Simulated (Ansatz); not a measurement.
Geometry optimisation, Ansatz, RKS CAM-B3LYP-D4/def2-SVP.

Input:

```yaml
crystal:
  periodic: [false, false, false]
  atoms:
    - { symbol: B, position_ang: [0.0, 0.0, 0.0] }
    - { symbol: "N", position_ang: [0.0, 0.0, 1.9] }
    - { symbol: H, position_ang: [-0.877, -0.2713, 2.43] }
    - { symbol: H, position_ang: [0.877, 0.2713, 2.43] }
    - { symbol: Cl, position_ang: [1.6108, 0.0, -0.93] }
    - { symbol: F, position_ang: [-1.1431, 0.0, -0.66] }
    - { symbol: Si, position_ang: [0.4732, -2.0821, 0.7095] }
    - { symbol: H, position_ang: [-0.4416, -3.0308, 0.0812] }
    - { symbol: H, position_ang: [1.847, -2.4197, 0.3481] }
    - { symbol: H, position_ang: [0.3219, -2.1489, 2.1601] }
    - { symbol: H, position_ang: [0.2529, -1.1128, 1.7779] }
basis:
  gaussian: { orbitals: def2-SVP }
hamiltonian:
  xc: cam_b3lyp
  dispersion: d4
relax:
  f_tol: 0.15
  max_steps: 25
  restrain:
    - { distance: [0, 6], at: 3.15, k: 30.0 }
    - { distance: [10, 1], at: 2.26, k: 30.0 }
    - { distance: [0, 1], at: 1.55, k: 30.0 }
    - { distance: [10, 6], at: 1.46, k: 30.0 }
```

Command:

```bash
$ ansatz run input.yaml --threads 4 --pin off --max-ram 5120MiB --backend cpu --events-out ev --progress --plain --runs-dir out
```

Question: Where does it end, and by what steps?

Answer: The run converged. The restraints hold the end off the free minimum. After 15 steps the energy has fallen by 6.462 eV (the restraints' own energy left out); H10 moved furthest, 1.72 Å. Parted: N2–H11 (1.15 → 2.28 Å).

```csv
step,energy less start (eV),largest force component (eV/Å),accepted
0,0.0000,6.683,yes
1,0.3881,4.311,yes
2,0.0843,2.893,yes
3,-1.2427,3.230,yes
4,-3.0946,2.474,yes
5,-4.0295,2.359,yes
6,-4.8639,2.019,yes
7,-5.5620,2.085,yes
8,-5.9754,2.141,yes
9,-6.2454,2.119,yes
10,-6.3807,2.200,yes
11,-6.4397,2.419,yes
12,-6.4373,2.103,no
13,-6.4499,2.928,yes
14,-6.4581,2.586,yes
15,-6.4618,2.479,yes
```

```xyz
11
Properties=species:S:1:pos:R:3
B -0.138 0.237 0.274
N -0.058 0.784 1.628
H -0.866 0.802 2.238
H 0.806 1.127 2.025
Cl 1.278 0.202 -0.773
F -1.293 -0.205 -0.191
Si 0.639 -2.741 1.009
H -0.187 -2.853 -0.220
H 2.079 -2.844 0.655
H 0.282 -3.853 1.935
H 0.379 -1.450 1.665
```

Run time: 28 s on 4 threads of Intel(R) Xeon(R) Platinum 8488C (Sapphire Rapids) (shared host), peak memory 0.31 GiB.
